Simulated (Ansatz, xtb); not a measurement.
The molecule AlNi, multiplicity 4 (not the ground state: that is measured with 2S+1 = 2). No spin–orbit coupling. Ni is treated without relativity.

The constants come from a fifth-degree fit in 1/R (seven points, main isotopes). Runs in def2 and cc sets follow the lowest solution found near the PBE0 minimum.

The values were computed with Ansatz (Gaussian orbitals); xtb for the GFN methods. Each number belongs to the level named beside it. The GFN methods have no spin term and hold the electronic entropy of 300 K.

```tsv
level	r_e (Å)	ω_e (cm⁻¹)	α_e (cm⁻¹)	B_e (cm⁻¹)	dipole (D)
GFN1-xTB	2.214	336	0.0022	0.187	-
GFN2-xTB	2.256	371	0.0015	0.180	-
SVWN5/def2-TZVPP	2.218	344	0.0013	0.186	0.70
PBE/def2-TZVPP	2.278	315	0.0014	0.176	0.97
r2SCAN/def2-TZVPP	2.246	333	0.0013	0.182	1.02
B97M-V/def2-TZVPP	2.297	307	0.0013	0.174	0.97
B3LYP/def2-TZVPP	2.308	287	0.0015	0.172	1.05
PBE0/def2-TZVPP	2.299	296	0.0014	0.173	1.37
BHLYP/def2-TZVPP	2.349	260	0.0016	0.166	1.54
CAM-B3LYP/def2-TZVPP	2.293	291	0.0016	0.174	1.25
wB97X-V/def2-TZVPP	2.307	291	0.0015	0.172	1.78
wB97M-V/def2-TZVPP	2.294	295	0.0015	0.174	1.40
B2PLYP/def2-TZVPP	2.281	306	0.0015	0.176	-
```

Correlated levels freeze the inner cores; with def2 sets outer-core shells near the valence are correlated too.

Ansatz is a first-principles code.
